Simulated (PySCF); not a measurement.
Species: C6H11O (charge -1).
SMILES with atom numbers: `[CH3:1][CH:2]([CH3:3])[CH2:4]/[CH:5]=[CH:6]/[O-:7]` (hydrogens: H8, H9, H10 on C1; H11 on C2; H12, H13, H14 on C3; H15, H16 on C4; H17 on C5; H18 on C6)

Computed geometry: GFN2-xTB, gas phase.

(1) What internal coordinates does the optimisation give?

Results:

(1) 
```csv
bond,length (Å)
"C1–C2, C2–C3",1.526
C2–C4,1.546
C4–C5,1.496
C5=C6,1.359
C6–O7,1.261
C1–H8 and 5 like bonds,1.090
C2–H11,1.097
"C4–H15, C4–H16",1.100
C5–H17,1.085
C6–H18,1.136
```

Bonds in one row agree within 0.01 Å and their mean is given. A selection of angles:
```csv
angle,degrees
C2–C1–H8,108.5
C2–C1–H9,111.6
C2–C1–H10,110.4
H8–C1–H9,109.5
H8–C1–H10,108.2
C1–C2–C3,110.7
C1–C2–C4,110.0
C1–C2–H11,108.4
C3–C2–C4,111.4
C4–C2–H11,107.8
C2–C4–C5,113.4
C2–C4–H15,108.3
C5–C4–H15,109.2
C5–C4–H16,111.1
H15–C4–H16,107.4
C4–C5–C6,123.9
C4–C5–H17,116.4
C6–C5–H17,119.7
C5–C6–O7,129.5
C5–C6–H18,113.6
O7–C6–H18,116.9
```

Dihedral angles: C1–C2–C4–C5 61° (synclinal); C2–C4–C5–C6 -110° (anticlinal); C4–C5–C6–O7 179° (antiperiplanar). The mirror-image conformer, all signs reversed, is as good.

C5 (carbon bonded to 2 C and H) is planar (angles 123.9°, 119.7° and 116.4°, sum 360.0°, 0.01 Å off the plane of its three neighbours). Of the pairs four or more bonds apart, C5···H8 is among the closest relative to their van der Waals radii: 2.55 Å, 88 % of the sum of Bondi's values. C6 (vinylic carbon bearing oxygen) is planar (angles 129.5°, 116.9° and 113.6°, sum 360.0°, 0.00 Å off the plane of its three neighbours). The 5 C–C bonds span 1.359 Å (C5=C6, drawn double in one of several resonance forms) to 1.546 Å (C2–C4, drawn single), a spread of 0.187 Å.

Point group: C1 (no symmetry element, even within 0.4 Å). GFN2-xTB frequencies: not computed here.
